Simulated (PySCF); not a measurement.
Cartesian coordinates in Å; atom numbers follow the order of the lines, from 1:
```xyz
13

C    -2.7563   -0.0692   -0.0137
C    -1.3355    0.1493    0.0041
C    -0.1422    0.3153    0.0185
C     1.2502    0.5318    0.0352
C     1.6625    1.8867    0.1212
N     1.9913    2.9817    0.1886
C     2.1701   -0.4611   -0.0248
C     1.7976   -1.8095   -0.1096
N     1.4965   -2.9152   -0.1755
H    -3.1969    0.4420   -0.8696
H    -2.9688   -1.1353   -0.0833
H    -3.2021    0.3274    0.8983
H     3.2294   -0.2434   -0.0072
```

How the numbers were obtained: GFN2-xTB geometry, σ from GIAO-PBE0/pcSseg-1, in PySCF 2.14 (rapidly exchanging positions averaged, single conformer, no relativistic terms, in vacuum).

Question: Predict the 2D correlation tables (HSQC, COSY, HMBC).

Answer: 

HSQC (one-bond C–H):
```
                δH          δC
        6.07 (H13)  124.1 (C7)
2.47 (H10/H11/H12)    6.4 (C1)
```

HMBC (two and three bonds, from the bond graph):
```
                δH                                             δC
        6.07 (H13)  122.4 (C4), 120.5 (C8), 120.1 (C5), 80.8 (C3)
2.47 (H10/H11/H12)                          119.4 (C2), 80.8 (C3)
```

No COSY cross peaks are expected.

δ = σ(ref) − σ, references computed at the same level: 1H (σref 31.72) and 13C (σref 186.93) against TMS.

Shifts are as computed. Against solution values, carbons near 30 ppm lie about +3 ppm off and those near 130 ppm about +5 ppm. Of 1211 compounds with measured shifts, 218 miss one by over three times the rms of a fit or turn the order of signals round; such compounds aren't used in these exercises.
